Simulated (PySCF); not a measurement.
Al(Cl)(vinyl)(OH) (C₂H₄AlClO), SMILES C=[CH][Al]([OH])[Cl]. Coordinates come from a r2SCAN-D4/def2-SVP optimisation. The structure was generated by enumeration; whether it is a known compound was not checked. Other conformers were not sampled.

Computed equilibrium geometry at r2SCAN-D4/def2-SVP (PySCF confirms it by a frequency run) as bond lengths and angles, and its point group (one conformer of several):
point group Cs.
Atoms: Al1 Cl2 C3 C4 H5 H6 H7 O8 H9. Bond lengths (Å): Al1–Cl2 2.110, Al1–C3 1.925, Al1–O8 1.697, C3–C4 1.347, C3–H5 1.100, C4–H6 1.099, C4–H7 1.098, O8–H9 0.960. Bond angles (°): Cl2–Al1–C3 122.7, Cl2–Al1–O8 120.0, C3–Al1–O8 117.3, Al1–C3–C4 120.2, Al1–C3–H5 122.6, C4–C3–H5 117.2, C3–C4–H6 122.5, C3–C4–H7 121.9, H6–C4–H7 115.6, Al1–O8–H9 127.1.
Charge 0, spin multiplicity 1.
